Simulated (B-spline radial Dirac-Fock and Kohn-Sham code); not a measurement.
## Photoelectron lines of Co¹⁸⁺ at 1630 eV

System: Co¹⁸⁺, [He] 2s2 2p5.

Input file task.json (cfg lists n, l and occupation; rrms is the nuclear radius in fm):

```json
{"items": [{
  "Z": 27,
  "q": 18,
  "cfg": [[1, 0, 2], [2, 0, 2], [2, 1, 5]],
  "A": 59,
  "rrms": 3.7875,
  "do": ["binding", "quiet", "photo"],
  "hv": [21.22, 40.81, 80, 161.0, 248.0, 1630.0, 8047.8, 9251.7, 11300.0, 12000, 12700.0, 33400.0, 45100.0, 80000, 91600.0, 150000]
}]}
```

Run with: `python xray_run.py task.json out`

These are calculated numbers from an atomic code on a B-spline grid; the model is a relativistic central-field model (Hartree-Slater potential of the initial state, Latter tail, multipole expansion of the photon field, Dirac-Fock thresholds). The asymmetry parameter β is from the dipole term alone. Kinetic energies are from the vacuum level. Open shells are spread statistically over j, without multiplet splitting.

| subshell | electrons | binding (eV) | kinetic (eV) | σ (kb) | β |
| --- | --- | --- | --- | --- | --- |
| 2s | 2 | 1628.8 | 1.23 | 65.2 | 2.00 |
| 2p1/2 | 1.67 | 1516.0 | 114.0 | 66.7 | 1.46 |
| 2p3/2 | 3.33 | 1499.9 | 130.1 | ? | ? |

Task: What are σ and β for 2p3/2?

Result: σ = 129 kb, the largest of all subshells and 49 % of the total, and β = 1.47.
